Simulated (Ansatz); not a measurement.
Born–Oppenheimer molecular dynamics of C$_{3}$H$_{4}$Al (8 atoms, charge 0, multiplicity 2). It starts from a relaxed structure.

Computed with Ansatz, UKS BLYP-D4/6-31G*.

| Item | Value |
| --- | --- |
| ensemble | NVT, Langevin thermostat |
| time step | 0.5 fs |
| steps asked | 250 |
| set temperature | 1000 K |
| friction | 0.5 /fs |
| seed | 220543 |

First frame:

```xyz
8
Properties=species:S:1:pos:R:3
C 2.698 0.058 0.537
C 1.516 -0.293 0.495
Al -0.277 -1.003 0.537
C -1.697 0.034 -0.404
H 3.721 0.385 0.559
H -1.756 1.048 0.032
H -1.421 0.145 -1.469
H -2.692 -0.432 -0.345
```

(1) How far do the bonds stretch over the last three quarters of this one trajectory? (Pairs bonded in most of those frames.)

Answers

(1) 
```csv
bond,mean (Å),spread (Å),shortest,longest
C1–C2,1.261,0.026,1.19,1.30
C1–H5,1.095,0.044,1.02,1.20
C2–Al3,2.047,0.043,1.98,2.15
Al3–C4,2.084,0.068,1.98,2.20
C4–H6,1.110,0.061,0.99,1.26
C4–H7,1.099,0.039,1.01,1.18
C4–H8,1.116,0.063,0.97,1.27
```

Mean temperature of the second half: 1019 K. A run of 0.12 ps of so small a system gives no equilibrium averages. The friction is so strong that the motion is overdamped, so the time scale means little.

The run took 14 min on 2 CPU threads of a shared host.
